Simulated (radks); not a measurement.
Results of a calculation; reference values are marked as such.
The oxygen ion O3.3+, 4.7 electrons, occupied as [He] 2s(up 1, down 0.7) 2p1 (fractional occupations, a model configuration). Level of theory: scalar-relativistic Kohn-Sham, r2SCAN, spin-polarised, spherical densities, finite nucleus; open shells are filled with parallel spins first; meta-GGA in the generalised Kohn-Sham scheme; Fermi nuclear charge, rms radius 2.6991 fm (a radial shooting solver on a logarithmic mesh with Libxc functionals). Some entries of the table are withheld. Estimate them.

orbital  occ.  eigenvalue (eV)  <r^2> (bohr^2)
1s up       1        -602.1756             (1)
1s down     1        -600.3468             (2)
2s up       1         -89.2182           1.075
2s down   0.7         -83.5752           1.127
2p up       1              (3)             (4)
2p down     0              (5)             (6)

Answer. 
(1) 1s up <r^2> (bohr^2): 0.05333
(2) 1s down <r^2> (bohr^2): 0.05292
(3) 2p up eigenvalue (eV): -73.5584
(4) 2p up <r^2> (bohr^2): 0.9796
(5) 2p down eigenvalue (eV): -67.7788
(6) 2p down <r^2> (bohr^2): 1.044
